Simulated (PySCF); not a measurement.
C₂, SMILES [C]=[C] (connectivity only; charge and spin as stated), neutral, multiplicity 1. Atoms are numbered in the order given.

```xyz
2

C      0.0000     0.0000    -0.6231
C      0.0000     0.0000     0.6231
```
Charge 0, spin multiplicity 1.

Coordinates come from a PBE0-D3(BJ)/def2-TZVPD optimisation.

Level of theory: KT2/pcSseg-2 (PySCF).

GIAO shieldings, no solvent; atoms alike by connectivity are averaged. δ = σ(ref) − σ: ¹³C against TMS (σ = 184.2 ppm), references at their B3LYP-D3(BJ)/def2-TZVP geometries, non-relativistic.

```
nucleus   atoms  count  δ (ppm)
-------  ------  -----  -------
¹³C      C1, C2      2    -52.6
```
